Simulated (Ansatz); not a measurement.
Computed with Ansatz on PBE0-D4/def2-TZVP structures; ΔE is electronic, products minus reactants. CCSD(T)/CBS is the MP2 limit (def2-TZVPP, def2-QZVPP) plus CCSD(T) − MP2 in def2-TZVPP, frozen cores. This one scheme is used for every species. Functionals use def2-TZVPP. For Ge outer-core shells are correlated without core-valence functions, which leaves a few kJ/mol of doubt a bond. Scalar relativity is left out up to krypton. One conformer a species, not always the lowest.

Consider the cleavage of the Si–Ge bond: `[OH][GeH2][SiH](O)F` + CH₃OH → `CO[SiH](O)F` + `[OH][GeH3]`.

```json
{"level": "PBE", "ΔE (kJ/mol)": "-101.6"}
{"level": "CCSD(T)/def2-SVP", "ΔE (kJ/mol)": "-124.5"}
```

(1) What does CCSD(T)/CBS give? (Estimate.)

Largest T1 diagnostic among the species: 0.012.

Results:

(1) Ansatz gave: -123.5 kJ/mol. The listed levels differ from it by 21.9, -1.0 kJ/mol.

From PBE to PBE0 (25 % exact exchange), in def2-TZVPP and without D4, ΔE moves by −9.6 kJ/mol. In def2-TZVPP, CCSD(T) changes the Hartree–Fock value by +23.0 kJ/mol (the triples alone add +2.9 kJ/mol) and MP2 by +18.6 kJ/mol. Leaving LDA and LC-ωPBE aside and taking each functional with its dispersion term where it has one, the values, not all of them listed here, spread over 30.9 kJ/mol, from BHLYP-D4 to PBE-D4. LDA lies −8.2 kJ/mol from PBE without D4.
